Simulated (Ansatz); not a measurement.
`[OH][Ge]([Cl])([Cl])[Cl]` + `[SH][In]([SH])[Br]` → `[Cl][Ge]([Cl])([Cl])[Br]` + `[OH][In]([SH])[SH]`  (redistribution)

Gas-phase electronic energies from Ansatz, PBE0-D4/def2-TZVP geometries. CCSD(T)/CBS is the MP2 limit (def2-TZVPP, def2-QZVPP) plus CCSD(T) − MP2 in def2-TZVPP, frozen cores. DFT in def2-TZVPP. B3LYP here is the variant with VWN-RPA as its local correlation; programs differ in this. def2 core potentials past Kr. For Br, Ge, In outer-core shells are correlated without core-valence functions, which leaves a few kJ/mol of doubt a bond. Scalar relativity is left out up to krypton. Each species was taken in one conformer, which may not be the lowest.

`[OH][Ge]([Cl])([Cl])[Cl]`:

```xyz
6

O     0.107    0.682   -1.286
Ge    0.120   -0.216    0.212
Cl    0.228    1.093    1.881
Cl   -1.640   -1.390    0.408
Cl    1.824   -1.455    0.138
H    -0.639    1.286   -1.352
```

`[SH][In]([SH])[Br]`:

Cartesian coordinates in Å:
```
S 0.285 -0.152 -2.400
In 0.386 0.069 -0.048
S -1.478 -0.160 1.395
Br 2.575 0.570 0.955
H -1.036 -0.401 -2.390
H -0.732 0.074 2.488
```

`[Cl][Ge]([Cl])([Cl])[Br]`:

```xyz
5

Cl   -1.914   -0.862   -0.340
Ge    0.000   -0.021    0.005
Cl    0.486   -0.227    2.058
Cl    1.434   -1.065   -1.153
Br   -0.007    2.175   -0.570
```

`[OH][In]([SH])[SH]`:

Cartesian coordinates in Å:
```
O -1.723 -0.328 -0.921
In -0.021 -0.049 0.048
S 1.419 1.559 -0.918
S 0.435 -1.291 2.019
H -2.292 -0.985 -0.512
H 0.548 1.802 -1.914
H 1.633 -0.708 2.198
```

| level | ΔE (kJ/mol) |
| --- | --- |
| r2SCANh-D4 | 76.6 |
| PBE-QIDH | 78.6 |
| B3LYP | 73.3 |
| SCS-MP2/def2-QZVPP | 73.3 |

What does CCSD(T)/CBS give? (Best estimate.)

Ansatz gave: +72.6 kJ/mol. The listed levels differ from it by 4.0, 6.0, 0.7, 0.7 kJ/mol.

Largest T1 diagnostic among the species: 0.015.

From PBE to PBE0 (25 % exact exchange), in def2-TZVPP and without D4, ΔE moves by +9.3 kJ/mol. Leaving LDA and LC-ωPBE aside and taking each functional with its dispersion term where it has one, the values, not all of them listed here, spread over 18.3 kJ/mol, from revPBE-D4 to BHLYP-D4. LDA lies +3.8 kJ/mol from PBE without D4. In def2-TZVPP, CCSD(T) changes the Hartree–Fock value by −21.8 kJ/mol (the triples alone add −3.1 kJ/mol) and MP2 by −24.0 kJ/mol.
